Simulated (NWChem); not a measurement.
System: CH₂NO, doublet; SMILES N[C]=O

Here is an NWChem input.

```
start job
memory heap 200 mb stack 900 mb global 1100 mb
geometry units angstroms noautoz
  N      0.095584     1.088100     0.000000
  C     -0.413907    -0.157263     0.000000
  O      0.159689    -1.214220     0.000000
  H      1.100009     1.252195     0.000000
  H     -0.518452     1.886778     0.000000
end
basis spherical
  * library aug-pcseg-1
end
dft
  odft
  mult 2
  xc pbe0
  iterations 150
  mulliken
end
task dft energy
```

In the optimisation the excess spin sits in a' (Cs, its own frame). All runs use the structure optimised with B3LYP/6-31G* (spherical d), spin-unrestricted. No stability test was run on the SCF state.

**Question.** Predict the main results of this run. (PBE0/aug-pcseg-1, spin-unrestricted.) Quantities: basis functions; energy (Ha); highest occupied level (eV); lowest empty minus highest occupied level, either spin (eV); dipole (D); <S²>.

**Answer.** 
| Property | Value |
|---|---|
| number of basis functions | 87 |
| energy (Ha) | -169.03 |
| highest occupied level (eV) | -6.40 |
| lowest empty minus highest occupied level, either spin (eV) | 4.34 |
| dipole (D) | 3.70 |
| <S²> | 0.754 |
